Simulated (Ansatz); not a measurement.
# ClH3Se3Zr: where a starting geometry ends

The starting geometry of this gas-phase triplet was optimised with GFN2-xTB.

```xyz
8

Cl   -2.6869   -0.3803    0.6217
Se    0.4421    1.5616    0.8241
Se    1.0201   -2.2803    0.7240
Se   -0.3952    0.4671   -2.6663
Zr   -0.6150   -0.5426   -0.2882
H    -0.7107    2.4258    0.7773
H     1.9535   -1.3686    1.3547
H     0.9351    1.0274   -2.5835
```

Problem. Predict what becomes of its bonds when it is optimised with PBE0-D4/def2-SVP.

Solution. It keeps its bonds.

The energy falls by 0.50 eV over 24 steps:

| step | E − E(last) (eV) |
| --- | --- |
| 1 | 0.502 |
| 4 | 0.235 |
| 6 | 0.120 |
| 9 | 0.028 |
| 11 | 0.014 |
| 14 | 0.004 |
| 16 | 0.002 |
| 19 | 0.000 |
| 21 | 0.000 |
| 24 | 0.000 |

Final geometry (Å):

```
atom    x (Å)    y (Å)    z (Å)
  Cl  -2.8085  -0.6798   1.1051
  Se   0.1004   2.0960   0.6253
  Se   0.8438  -2.5273   0.3326
  Se   0.0603   0.8064  -2.1435
  Zr  -0.6673  -0.4457   0.1642
   H  -1.1111   2.7154   0.0510
   H   2.0284  -1.6648   0.5035
   H   1.4970   0.6098  -1.8745
```

The end wasn't checked by frequencies. Open shells are spin-unrestricted. The triplet needn't be the ground state. Atoms past krypton carry core potentials, without spin–orbit terms. Run with Ansatz 0.2.0, 10 min on 2 threads of Arm Neoverse V1, with other jobs on the host.
